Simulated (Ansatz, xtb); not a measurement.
# C2H11AlSi2: which of two isomers lies lower

We compare a, `[SiH3][CH2][AlH][CH2][SiH3]`, a singlet, with b, `[CH3][Al]([SiH3])[CH2][SiH3]`, a singlet. Both are isolated molecules in the gas phase, relaxed with PBE-D3(BJ)/def2-SVP, each in the lowest conformer that the search found.

Estimate E(b) − E(a) at the level CCSD(T)/def2-SVP + ΔMP2/def2-TZVPP.

Too close to call at this level: CCSD(T)/def2-SVP + ΔMP2/def2-TZVPP gives E(b) − E(a) = +0.038 eV.

Level by level:

```tsv
level	geometry	E(b) − E(a) (eV)	departure from the last row (eV)	job, with rough time for the two
GFN2-xTB	GFN2-xTB	+0.359	+0.321	optimisation, 0.27 s
HF/STO-3G	GFN2-xTB	−0.190	−0.228	single point, 0.44 s
r2SCAN-D4/def2-SVP	GFN2-xTB	−0.037	−0.074	single point, 6.3 s
PBE-D3(BJ)/def2-SVP	PBE-D3(BJ)/def2-SVP	−0.096	−0.133	optimisation, 1.7 min
HF/def2-SVP	PBE-D3(BJ)/def2-SVP	+0.072	+0.034	part of the CCSD(T) run
MP2/def2-SVP	PBE-D3(BJ)/def2-SVP	+0.095	+0.057	part of the CCSD(T) run
CCSD(T)/def2-SVP	PBE-D3(BJ)/def2-SVP	+0.024	−0.013	single point
CCSD(T)/def2-SVP + ΔMP2/def2-TZVPP	PBE-D3(BJ)/def2-SVP	+0.038		single point, 63 s
```

As drawn, b has 1 Al–Si, 1 C–H in place of 1 C–Si, 1 Al–H.

The largest departure from CCSD(T)/def2-SVP + ΔMP2/def2-TZVPP is that of GFN2-xTB, 0.321 eV. The last row adds to CCSD(T) the change of the MP2 difference between the two basis sets, here +0.013 eV.

With thermal terms from frequencies at re-optimised GFN2-xTB minima (ideal gas, soft modes damped towards free rotors, one conformer each, 298.15 K, 1 atm): on the last row, ΔE + ΔZPE = +0.080, ΔH = +0.111, ΔG = +0.022 eV.

The correlated steps freeze 17 core orbitals. Run with Ansatz 0.2.0, xtb 6.7.1; the last row on 2 threads of Arm Neoverse V2 on a shared host.
